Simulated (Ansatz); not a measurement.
`C[O][W]([F])(=[S])=[S]`, relaxed with RKS PBE0-D4/def2-TZVP in Ansatz from a GFN2-xTB geometry. The force threshold is 0.005 eV/Å; the program also tests the step.

Charge 0, multiplicity 1. W: def2 effective core potential.

Start:

```xyz
9

C    -1.655    0.234   -0.090
O    -0.342   -0.084    0.275
W     1.439   -0.274    0.236
F     2.225   -1.047    1.735
S     2.344    1.683   -0.081
S     1.974   -1.469   -1.508
H    -1.880   -0.236   -1.059
H    -1.749    1.327   -0.177
H    -2.356   -0.134    0.669
```

(1) How much energy does the relaxation release, and in how many steps? (Best estimate.)

(2) Which bonds change most? (An estimate is asked.)

(3) Give the relaxed structure. (An estimate is asked.)

Results:

(1) Ansatz gave: 3.98 kcal/mol, in 11 steps, 1 of them rejected.

(2) Ansatz gave: W3–S6 from 2.180 to 2.123 Å; W3–S5 from 2.180 to 2.123 Å; O2–W3 from 1.792 to 1.829 Å; C1–H7 from 1.100 to 1.093 Å.

(3) The calculation gave: 
```xyz
9

C    -1.591    0.223   -0.096
O    -0.371   -0.171    0.480
W     1.438   -0.270    0.236
F     2.266   -1.067    1.691
S     2.171    1.700   -0.059
S     1.800   -1.383   -1.535
H    -1.743   -0.312   -1.036
H    -1.577    1.300   -0.282
H    -2.393   -0.020    0.602
```
